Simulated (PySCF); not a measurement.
Compound: ethylcyclopentane, C7H14.
Z-matrix (Å and degrees, PBE0-D3(BJ)/def2-SVP geometry), rows numbered from 1:
```
C 
C   1  1.5208
C   2  1.5238  1  113.99
C   3  1.5343  2  113.97  1   173.61
C   4  1.5235  3  103.98  2   157.62
C   5  1.5288  4  102.70  3   -42.20
C   6  1.5411  5  104.91  4    36.19
H   1  1.1015  2  111.54  3    58.98
H   1  1.1020  2  111.15  3   -60.71
H   1  1.1006  2  111.62  3   179.18
H   2  1.1040  1  109.44  3   122.22
H   2  1.1054  1  109.81  3  -122.08
H   3  1.1053  2  107.70  1    54.47
H   4  1.1051  3  109.61  2    40.43
H   4  1.1011  3  112.66  2   -78.65
H   5  1.1008  4  113.75  3  -165.06
H   5  1.1039  4  109.66  3    74.99
H   6  1.1024  5  109.05  4   -81.53
H   6  1.1004  5  113.25  4   159.94
H   7  1.1021  3  111.12  2   -13.59
H   7  1.1006  3  110.85  2   104.18
```

Computed with PySCF at PBE0/pcSseg-1 and CAM-B3LYP/def2-SVPD, non-relativistic, on one gas-phase PBE0-D3(BJ)/def2-SVP geometry that isn't relaxed in the solvent. The solvent is an IEF-PCM continuum (cavity from Bondi-type radii × 1.2). The model holds no explicit solvent molecules, cavitation or dispersion.

Gas phase at PBE0/pcSseg-1: HOMO -8.56 eV, LUMO 1.37 eV, dipole 0.05 D.

Question: What does the continuum do to the energy, the frontier levels and the dipole at PBE0/pcSseg-1 in cyclohexane and chloroform?

Answer: 
```json
{"solvent": "cyclohexane", "ε": "2.017", "E(solvent) − E(gas) (kcal/mol)": "-0.24", "polarisation term (kcal/mol)": "-0.24", "distortion of the solute (kcal/mol)": "0.00", "HOMO (eV)": "-8.50", "LUMO (eV)": "1.43", "dipole (D)": "0.06"}
{"solvent": "chloroform", "ε": "4.711", "E(solvent) − E(gas) (kcal/mol)": "-0.43", "polarisation term (kcal/mol)": "-0.43", "distortion of the solute (kcal/mol)": "0.00", "HOMO (eV)": "-8.47", "LUMO (eV)": "1.47", "dipole (D)": "0.06"}
```

The polarisation term is half the interaction of the solute with the surface charges that it induces; the rest is the cost of distorting the solute's density. The sum is the electrostatic part of solvation alone.

Question: Which Mulliken charges (PBE0/pcSseg-1) respond most in chloroform (means over atoms taken as equivalent)?

Answer: 
| atoms | environment | gas (e) | solvent (e) | change |
| --- | --- | --- | --- | --- |
| C1 | methyl carbon | -0.270 | -0.280 | -0.010 |
| C5/C6 | ring CH2 carbon | -0.224 | -0.230 | -0.006 |
| C4/C7 | ring CH2 carbon | -0.162 | -0.167 | -0.005 |
| C2 | chain CH2 carbon | -0.203 | -0.206 | -0.003 |
| H8/H9/H10 | methyl hydrogen | +0.113 | +0.116 | +0.003 |
| H14/H20 | methylene hydrogen | +0.112 | +0.114 | +0.002 |
| H16/H18 | methylene hydrogen | +0.118 | +0.120 | +0.002 |
| H17/H19 | methylene hydrogen | +0.115 | +0.118 | +0.003 |
| H15/H21 | methylene hydrogen | +0.122 | +0.124 | +0.002 |
| H13 | methine hydrogen | +0.115 | +0.117 | +0.002 |
| H11/H12 | methylene hydrogen | +0.112 | +0.114 | +0.002 |
| C3 | sp3 CH carbon | -0.366 | -0.366 | 0.000 |

Gas phase at CAM-B3LYP/def2-SVPD: HOMO -9.97 eV, LUMO 1.43 eV, dipole 0.07 D.

Question: What does the continuum do to the energy, the frontier levels and the dipole at CAM-B3LYP/def2-SVPD in cyclohexane and chloroform?

Answer: 
| solvent | ε | E(solvent) − E(gas) (kcal/mol) | polarisation term (kcal/mol) | distortion of the solute (kcal/mol) | HOMO (eV) | LUMO (eV) | dipole (D) |
| --- | --- | --- | --- | --- | --- | --- | --- |
| cyclohexane | 2.017 | -0.24 | -0.24 | 0.00 | -9.89 | 1.51 | 0.08 |
| chloroform | 4.711 | -0.43 | -0.45 | 0.02 | -9.84 | 1.55 | 0.08 |

Question: How does the static polarisability (CAM-B3LYP/def2-SVPD, frozen core, with the continuum's full static response) change?

Answer: 
```tsv
medium	isotropic (au)	principal values (au)	⟨r²⟩ of the electrons (bohr²)
gas	82.1	73.0, 80.3, 92.9	952.6
cyclohexane	92.1	83.0, 90.9, 102.4	952.6
chloroform	101.8	94.0, 101.1, 110.1	952.7
```

The isotropic value in chloroform is 1.24 times the gas-phase one; no cavity-field correction is applied. ⟨r²⟩ is taken about the centre of nuclear charge.
